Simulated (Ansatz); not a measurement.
Saddle point of SiH$_{5}$O$_{3}$F, singlet (SiH₃O₃F ([OH][Si]([OH])([OH])[F]) + H₂ → SiH₄O₃ ([OH][SiH]([OH])[OH]) + HF; bonds formed: Si1–H7, F2–H6; bonds broken: Si1–F2, H6–H7), PBE0-D4/def2-TZVP structure:

```json
{"atom": "Si1", "x (Å)": "-0.1915", "y (Å)": "-0.1326", "z (Å)": "0.1697"}
{"atom": "F2", "x (Å)": "1.3404", "y (Å)": "1.0640", "z (Å)": "-0.4391"}
{"atom": "O3", "x (Å)": "-1.0300", "y (Å)": "-1.5121", "z (Å)": "0.4041"}
{"atom": "O4", "x (Å)": "-1.1301", "y (Å)": "0.6964", "z (Å)": "-0.8658"}
{"atom": "O5", "x (Å)": "0.1773", "y (Å)": "0.2951", "z (Å)": "1.6838"}
{"atom": "H6", "x (Å)": "1.3957", "y (Å)": "-0.1657", "z (Å)": "-0.6378"}
{"atom": "H7", "x (Å)": "1.0337", "y (Å)": "-1.0261", "z (Å)": "-0.5752"}
{"atom": "H8", "x (Å)": "-1.7082", "y (Å)": "-1.6957", "z (Å)": "-0.2478"}
{"atom": "H9", "x (Å)": "-0.7192", "y (Å)": "1.4820", "z (Å)": "-1.2337"}
{"atom": "H10", "x (Å)": "0.8318", "y (Å)": "0.9945", "z (Å)": "1.7419"}
```

Energies are electronic, without zero-point energy. Barriers and step energies count from the start structure reached by relaxing down the imaginary mode; all methods use the PBE0-D4 structures, on which another method's saddle can fall below an end. Ansatz 0.2.0; basis: def2-TZVPP, with def2-QZVPP for the basis limit; cores frozen in the correlated methods. B3LYP uses VWN-RPA correlation. Extrapolation: Hartree–Fock as exp(−7.88 √X), correlation as X^−2.97.

```json
{"method": "SPW92", "barrier (kJ/mol)": "174.3", "step energy (kJ/mol)": "108.1"}
{"method": "PBE-D4", "barrier (kJ/mol)": "?", "step energy (kJ/mol)": "113.7"}
{"method": "BLYP-D4", "barrier (kJ/mol)": "?", "step energy (kJ/mol)": "123.2"}
{"method": "r2SCAN-D4", "barrier (kJ/mol)": "?", "step energy (kJ/mol)": "130.2"}
{"method": "B97M-V", "barrier (kJ/mol)": "243.3", "step energy (kJ/mol)": "129.8"}
{"method": "PBE0-D4", "barrier (kJ/mol)": "231.0", "step energy (kJ/mol)": "118.3"}
{"method": "B3LYP-D4", "barrier (kJ/mol)": "247.4", "step energy (kJ/mol)": "126.0"}
{"method": "r2SCAN0-D4", "barrier (kJ/mol)": "244.1", "step energy (kJ/mol)": "130.2"}
{"method": "BHLYP-D4", "barrier (kJ/mol)": "270.5", "step energy (kJ/mol)": "131.2"}
{"method": "CAM-B3LYP-D4", "barrier (kJ/mol)": "247.4", "step energy (kJ/mol)": "127.3"}
{"method": "wB97X-V", "barrier (kJ/mol)": "244.5", "step energy (kJ/mol)": "125.2"}
{"method": "wB97M-V", "barrier (kJ/mol)": "242.2", "step energy (kJ/mol)": "126.1"}
{"method": "B2PLYP", "barrier (kJ/mol)": "251.4", "step energy (kJ/mol)": "127.2"}
{"method": "PBE-QIDH", "barrier (kJ/mol)": "246.8", "step energy (kJ/mol)": "124.4"}
{"method": "RPA on PBE", "barrier (kJ/mol)": "252.8", "step energy (kJ/mol)": "125.3"}
{"method": "HF", "barrier (kJ/mol)": "324.3", "step energy (kJ/mol)": "139.2"}
{"method": "MP2", "barrier (kJ/mol)": "252.0", "step energy (kJ/mol)": "128.1"}
{"method": "CCSD", "barrier (kJ/mol)": "266.2", "step energy (kJ/mol)": "127.1"}
{"method": "CCSD(T)", "barrier (kJ/mol)": "255.2", "step energy (kJ/mol)": "126.0"}
```

Q: Fill in the withheld barriers. (To be estimated.)

A: Computed: r2SCAN-D4 229.4; BLYP-D4 233.4; PBE-D4 209.3 kJ/mol. Each is the energy of the saddle less that of the start structure, by the same method.

For comparison, the barrier by CCSD(T) at an estimated basis limit (MP2 extrapolated from triple and quadruple zeta, plus CCSD(T) − MP2 in triple zeta) is 254.0 kJ/mol.

T1 diagnostic: at most 0.013.

Labels in which every atom is bracketed show which atoms are joined, not bond orders.

For scale, one of the runs: CCSD(T)/def2-TZVPP, 236 basis functions, launched by `ansatz run in.yaml --threads 4 --pin off --events-out ev --progress --plain --max-ram 9574MiB`. Hardware: 4 CPU threads of an Arm Neoverse V2, shared host. Wall time 2.1 min; peak host memory 4.7 GiB.
